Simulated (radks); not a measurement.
Excited configurations of Li III: one electron is placed in a higher orbital outside the bare nucleus. The ground configuration is 1s1. Calculated with a radial shooting solver on a logarithmic mesh with Libxc functionals: Dirac Kohn-Sham, PBE, spin-unpolarised, spherical densities, point nucleus; open shells are shared between the two j in proportion to 2j + 1. Excitation = E - E(ground); binding = E(ion) - E, where the ion is the core of charge +3; n* = 3/sqrt(2 binding) in atomic units, and the quantum defect is n - n*. Eigenvalue and <r> are those of j = l + 1/2.

outer orbital  excitation (eV)  binding (eV)     n*  quantum defect  eigenvalue (eV)  <r> (bohr)
2s                      87.829        30.393  2.007          -0.007          -25.884       1.994
3p                      104.55        13.671  2.993           0.007          -11.583       4.145
4d                      110.45         7.772  3.969           0.031           -6.563       6.946
4f                      110.59         7.628  4.007          -0.007           -6.177       6.026
5d                      113.16         5.060  4.919           0.081           -4.351       11.31
6d                      114.67         3.553  5.871           0.129           -3.088       16.63
7p                      115.59         2.632  6.820           0.180           -2.316       23.56

The Delta-SCF ionisation energy is 118.22 eV (NIST Atomic Spectra Database: 122.45 eV, theoretical). Self-interaction in the functional shifts the binding energies and quantum defects, so they are the method's values and not measured ones. Spin polarisation and multiplet splitting are left out, so open shells lie too high by an amount that depends on their filling.

Beside tabulated values, note that spin-unpolarised runs miss the spin-polarisation part of the exchange energy of open shells.
